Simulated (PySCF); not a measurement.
C₄H₇FO, SMILES C[C@@]1(O)C[C@H]1F.

Coordinates come from a B3LYP-D3(BJ)/def2-SVP optimisation. The structure was generated by enumeration; whether it is a known compound was not checked. The values are those of a single conformer.

Two levels are set side by side: PBE/def2-TZVP (PySCF) and HF/def2-TZVP (PySCF). Same geometry, gas phase. Differences are taken from unrounded values.

| quantity | HF | PBE | PBE minus HF |
|---|---|---|---|
| orbital gap (eV) | 14.57 | 6.31 | -8.26 |
| highest occupied level (eV) | -11.00 | -6.19 | 4.81 |
| lowest empty level (eV) | 3.57 | 0.13 | -3.45 |
| dipole moment (D) | 2.47 | 2.15 | -0.32 |
| mean polarisability (bohr³) | 48.1 | 53.4 | 5.2 |

Without exact exchange PBE keeps part of each electron's self-repulsion, which lifts occupied levels and narrows the gap. Loosely held outer electrons make PBE densities more polarisable. Differences between two approximate levels are no errors against the true value.

Rough cost on one machine, each run with all the roots and properties that it gave: HF against PBE about 1/3.
